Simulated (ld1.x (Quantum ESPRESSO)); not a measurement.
fluorine (F), PAW: configuration errors across variants

```
Element                 : fluorine (F)
Generator               : ld1.x (Quantum ESPRESSO) 7.5
Type                    : PAW
Functional              : Wu–Cohen
Relativity              : fully relativistic
Frozen core             : [He]
Valence charge          : 7
Reference configuration : 2s2 2p5
Partial waves           : 2s (bound): rcut 0.55, rcutus 0.60 bohr; 2s channel at -0.55 Ry: rcut 0.55, rcutus 0.60 bohr; 2p (bound): rcut 0.80, rcutus 1.10 bohr; 2p channel at 4.1 Ry: rcut 0.80, rcutus 1.10 bohr
Local potential         : all-electron potential smoothed inside 0.55 bohr (lloc = -2)
Core correction         : Bessel-smoothed model core inside 0.55 bohr
Augmentation charge     : BESSEL, radius 0.50 bohr
```

Open shells are filled in proportion to 2j + 1 (rel_dist='average').

All-electron excitation energies from the reference (eV): (1) 2s2 2p4 19.374; (2) 2s2 2p3 57.752; (3) 2s2 2p2 118.387; (4) 2s1 2p5 38.341; (5) 2s1 2p6 18.682; (6) 2s2 2p5.3 -2.662; (7) 2s2 2p4.5 7.533.

2 further variants failed, have other tests or too few solved ones, and are left out.

Errors AE − PS in meV (a dash: test not solved or not reliable):

```tsv
change	(1)	(2)	(3)	(4)	(5)	(6)	(7)	bound ghosts
base	+0.1	-0.1	-3.6	-0.4	-0.4	0.0	+0.1	not determined
waves 2s (bound): rcut 0.54, rcutus 0.58 bohr; 2s channel at -0.55 Ry: rcut 0.54, rcutus 0.58 bohr	+0.4	+0.9	-1.3	-0.4	-0.3	0.0	+0.1	not determined
waves 2s (bound): rcut 0.55, rcutus 0.64 bohr; 2s channel at -0.55 Ry: rcut 0.55, rcutus 0.64 bohr	-0.1	-1.1	-5.7	-0.4	-0.3	0.0	0.0	not determined
waves 2s (bound): rcut 0.55, rcutus 0.82 bohr; 2s channel at -0.55 Ry: rcut 0.55, rcutus 0.82 bohr	-0.2	-1.2	-5.2	+0.4	+0.7	0.0	-0.1	not determined
waves 2s (bound): rcut 0.55, rcutus 0.88 bohr; 2s channel at -0.55 Ry: rcut 0.55, rcutus 0.88 bohr	-0.2	-0.9	-3.7	+0.8	+1.1	0.0	-0.1	not determined
```

Give the same row for: waves 2s (bound): rcut 0.55, rcutus 0.70 bohr; 2s channel at -0.55 Ry: rcut 0.55, rcutus 0.70 bohr.

-0.2, -1.3, -6.0, -0.2, -0.1, 0.0, -0.1; bound ghosts: not determined.
